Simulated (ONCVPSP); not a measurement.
**Zn: variants of one ONCV potential**

Base potential:

ONCVPSP 4.0.1 input, shortened (lines: element, Z, core and valence counts, functional; n l f; lmax; l rc ep ncon nbas qcut; lloc lpopt rc5 dvloc0; l nproj debl; icmod fcfact rcfact), PBE, fully relativistic:

```
  Zn 30.00    3    3        4      upf
    1    0    2.00
    2    0    2.00
    2    1    6.00
    3    0    2.00
    3    1    6.00
    3    2   10.00
    2
    0    1.10    0.00    5    9    9.40
    1    0.70    0.00    3    7   12.60
    2    1.35    0.00    3    8    9.20
    4    5    0.45    0.00
    0    2    1.20
    1    2    2.70
    2    2    1.40
    3    3.50    1.55
```

Open shells are filled in proportion to 2j + 1.

In the s channel the program set the typed energies aside and used -5.515, 0.250 Ha. In the p channel the program set the typed energies aside and used -3.796, 0.250 Ha (j = l + 1/2; the other j can differ).

Cutoffs, loose and tight: the cutoffs (Ha) at which the residual kinetic energy of the hardest occupied pseudo-wave falls to 1 and 0.1 mHa per electron. They do not see the model core or the augmentation charge, which bear on the density cutoff. Test errors are all-electron minus pseudo excitation energies from the reference, over the configurations 3s2 3p6 3d10 4s2; 3s2 3p6 3d10 4s1; 3s2 3p6 3d9; 3s2 3p6 3d10 4p1. A dash means not determined; rows that change the core or the reference have their own tests.

| change | outcome | cutoff, loose | cutoff, tight | bound ghosts | GHOST(+) flags above zero | largest test error (meV) |
| --- | --- | --- | --- | --- | --- | --- |
| base | generated, projector energies reset by the program | 63 Ha | 279 Ha | none | s | +115 |
| all radii but the core radius scaled by about 0.77 (s 0.84, p 0.54, d 1.04 bohr); local potential polynomial inside 0.34 bohr (lpopt 5, dvloc0 0 Ha) | generated, projector energies reset by the program | – | – | none | s, d5/2, d3/2 | +7.5 |
| all radii but the core radius scaled by about 0.88 (s 0.96, p 0.62, d 1.18 bohr); local potential polynomial inside 0.40 bohr (lpopt 5, dvloc0 0 Ha) | generated, projector energies reset by the program | 173 Ha | 405 Ha | none | s | +51 |
| all radii but the core radius scaled by about 1.07 (s 1.18, p 0.74, d 1.44 bohr); local potential polynomial inside 0.48 bohr (lpopt 5, dvloc0 0 Ha) | generated, projector energies reset by the program | 47 Ha | 122 Ha | none | s | +150 |
| all radii but the core radius scaled by about 1.23 (s 1.36, p 0.86, d 1.66 bohr); local potential polynomial inside 0.56 bohr (lpopt 5, dvloc0 0 Ha) | generated, projector energies reset by the program | 51 Ha | 58 Ha | none | s | +242 |
| all radii but the core radius scaled by about 1.31 (s 1.44, p 0.92, d 1.78 bohr); local potential polynomial inside 0.60 bohr (lpopt 5, dvloc0 0 Ha) | generated, projector energies reset by the program | 51 Ha | 61 Ha | none | s | +299 |

**Question.** What comes out with this change to the base: all radii but the core radius scaled by about 1.17 (s 1.28, p 0.82, d 1.58 bohr); local potential polynomial inside 0.52 bohr (lpopt 5, dvloc0 0 Ha)?

**Answer.** outcome: generated, projector energies reset by the program; cutoff, loose: 49 Ha; cutoff, tight: 57 Ha; bound ghosts: none; GHOST(+) flags above zero: s; largest test error (meV): +207.

**Question.** What comes out with this change to the base: all radii but the core radius scaled by about 0.93 (s 1.02, p 0.66, d 1.26 bohr); local potential polynomial inside 0.42 bohr (lpopt 5, dvloc0 0 Ha)?

**Answer.** outcome: generated, projector energies reset by the program; cutoff, loose: 78 Ha; cutoff, tight: 350 Ha; bound ghosts: none; GHOST(+) flags above zero: s; largest test error (meV): +81.

Reading the sweep of the scale of all radii but the core radius (base = 1) (base included, trends over the rows without a ghost): The loose cutoff is not monotonic: lowest 47 Ha at 1.07, highest 173 Ha at 0.88. The median size of the test errors (rows with all tests solved) is not monotonic: lowest 1.6 meV at 1.23, highest 8.2 meV at 1.
